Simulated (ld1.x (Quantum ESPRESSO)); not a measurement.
**An all-electron radial function and its pseudo partner (ruthenium (Ru))**

Columns: radius, all-electron u(r) and pseudo u(r) of the 5s shell (level -5.19 eV) of ruthenium in the configuration [Ar] 3d10 4s2 4p6 4d6 5s2 5p0; PBE, scalar-relativistic, PAW scheme, ld1.x (Quantum ESPRESSO) 7.5.

```
r (bohr)  all-electron  pseudo
   0.163       -0.0138  0.0776
   0.325        0.1747  0.1534
   0.488       -0.0342  0.2271
   0.650       -0.2344  0.2966
   0.813       -0.2870  0.3616
   0.975       -0.2176  0.4206
   1.138       -0.0838  0.4735
   1.300        0.0674  0.5191
   1.463        0.2113  0.5579
   1.625        0.3340  0.5891
   1.788        0.4330  0.6133
   1.950        0.5078  0.6304
   2.113        0.5615  0.6410
   2.275        0.5967  0.6455
   2.438        0.6168  0.6444
   2.600        0.6243  0.6384
   2.763        0.6219  0.6280
   2.925        0.6117  0.6137
   3.088        0.5954  0.5958
   3.250        0.5747  0.5747
   3.413        0.5507  0.5507
   3.575        0.5245  0.5245
   3.738        0.4969  0.4969
   3.900        0.4689  0.4689
   4.063        0.4405  0.4405
   4.225        0.4127  0.4127
```

Task: How many radial nodes do the two functions have?

Result: The all-electron 5s function has n − l − 1 = 4 (the table is too coarse to show those close to the nucleus); the pseudo-wave has 0, since the states of the same l below it are removed with the core.

Task: At about which radius was the pseudo-wave matched?

Result: 3.25 bohr, where the columns begin to agree (steps of 0.16 bohr).

Task: Is the pseudo-wave norm-conserving?

Result: No, it belongs to a PAW set: the norm inside the radius is not constrained, and the difference is carried by the augmentation charge.
